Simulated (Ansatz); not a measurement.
# Cost against result

The pair of F⁻ (SMILES [F-], atom 1) and SiH3Cl (SMILES [SiH3]Cl, atoms 2–6), both closed shells, in one local arrangement (a lower one may exist), relaxed at PBE0-D4/def2-TZVPD:

F1  (-0.978, -0.541, -1.525)
Si2  (-0.102, -0.057, -0.160)
Cl3  (1.170, 0.647, 1.824)
H4  (0.316, -1.428, 0.233)
H5  (0.852, 0.806, -0.904)
H6  (-1.258, 0.573, 0.532)
(Å)

Interaction energies are counterpoise-corrected; the time is that of the whole pair.

Program: Ansatz 0.2.0. Basis: as named in each row. Cores are frozen in the correlated methods. B3LYP uses VWN-RPA correlation. Extrapolation: Hartree–Fock as exp(−7.88 √X), correlation as X^−2.97.

Times are rough, for one single point on 2 threads of a shared host (Arm Neoverse V1).

The estimate by CCSD(T) at an estimated basis limit (MP2 extrapolated from triple and quadruple zeta, plus CCSD(T) − MP2 in triple zeta) is -4.723 eV.

```tsv
method	basis	time (s)	interaction energy (eV)	method less estimate
PBE-D4	def2-TZVPPD	2	-4.316	0.407
revPBE-D4	def2-TZVPPD	2	-4.236	0.488
BLYP-D4	def2-TZVPPD	2	-4.156	0.567
PBE0-D4	def2-TZVPPD	3	-4.647	0.076
B3LYP-D4	def2-TZVPPD	3	-4.470	0.253
HSE06-D4	def2-TZVPPD	3	-4.643	0.080
r2SCAN-D4	def2-TZVPPD	4	-4.656	0.067
B2PLYP	def2-TZVPPD	4	-4.501	0.222
B97M-V	def2-TZVPPD	8	-4.693	0.031
wB97X-V	def2-TZVPPD	8	-4.678	0.045
wB97M-V	def2-TZVPPD	8	-4.675	0.048
MP2	def2-QZVPPD	12	-4.704	0.019
CCSD(T)	def2-TZVPPD	43	-4.577	0.146
```

T1 diagnostic: at most 0.023.
